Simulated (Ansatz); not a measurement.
Input file for C2H2F5InO, SMILES `[F][In]([F])[O]CC(F)(F)F`:

```yaml
crystal:
  periodic: [false, false, false]
  atoms:
    - {symbol: F, position_ang: [1.122659, -2.678919, 2.014342]}
    - {symbol: In, position_ang: [1.236417, -1.431488, 0.556394]}
    - {symbol: F, position_ang: [1.966844, -2.069401, -1.113454]}
    - {symbol: O, position_ang: [0.950702, 0.517020, 0.817687]}
    - {symbol: C, position_ang: [0.161620, 1.156505, -0.127317]}
    - {symbol: C, position_ang: [-1.191447, 0.486768, -0.262453]}
    - {symbol: F, position_ang: [-1.878184, 0.928844, -1.303559]}
    - {symbol: F, position_ang: [-1.005736, -0.870907, -0.459861]}
    - {symbol: F, position_ang: [-1.943888, 0.592146, 0.822698]}
    - {symbol: H, position_ang: [0.604603, 1.180154, -1.132778]}
    - {symbol: H, position_ang: [-0.023590, 2.189277, 0.188311]}
basis:
  gaussian: {orbitals: def2-SVP}
correlation: {method: ccsd_t}
```

```sh
$ ansatz run in.yaml --threads 2 --pin off --events-out ev --progress --plain --max-ram 22528MiB --backend cuda --devices 0, --max-vram 18GiB
```

Output of Ansatz, abridged:

```
Functional definition: HF
1506 factors; integrals over basis functions are off by at most 1.4e-3 eV
mean field evaluation 1: about -22787.5981 eV, gradient 6.3e1 eV
mean field evaluation 2: about -22787.8297 eV, gradient 6.3e1 eV
mean field evaluation 4: about -22795.1533 eV, gradient 4.0e0 eV
mean field evaluation 8: about -22795.2287 eV, gradient 3.9e-1 eV
mean field -22795.22912643 eV, -837.7092192352 hartree, gradient 1.3e-6 eV, S^2 0.000000; 0 other end points of the search recorded, 0 dependent functions left out
12 core orbitals not correlated: weight in the atoms' cores, before any rotation towards them, 1.000 or more for the frozen orbitals, at most 0.000 for the correlated occupied ones
reference -22795.22912643 eV, -837.7092192352 hartree; 32, 32 occupied and 104, 104 virtual orbitals, 1506 factors
second order -39.65040687 eV of doubles, -0.00000000 eV of singles
cycle   1  -39.22536485 eV  change    4.3e-1 eV  update   1.5e-1
cycle   2  -40.09706468 eV  change   -8.7e-1 eV  update   4.6e-2
cycle   3  -40.34505878 eV  change   -2.5e-1 eV  update   2.5e-2
cycle   4  -40.34015150 eV  change    4.9e-3 eV  update   6.3e-3
cycle   5  -40.32849133 eV  change    1.2e-2 eV  update   2.7e-3
cycle   6  -40.32898348 eV  change   -4.9e-4 eV  update   9.0e-4
cycle   7  -40.32912893 eV  change   -1.5e-4 eV  update   3.0e-4
cycle   8  -40.32888159 eV  change    2.5e-4 eV  update   1.3e-4
cycle   9  -40.32888498 eV  change   -3.4e-6 eV  update   5.4e-5
perturbative correction -0.86636569 eV, -0.0318383519 hartree
Total energy: -22836.42437710 eV, -839.2231167741 hartree
```

It took 2.8 s on 2 threads of an AMD EPYC 7R13 on a shared host and a share of an NVIDIA H100 80 GB, with 0.81 GiB of host memory at the peak.

MP2 recovers 96.2 % of the CCSD(T) correlation energy and the triples give 2.1 %; T1 = 0.0137.
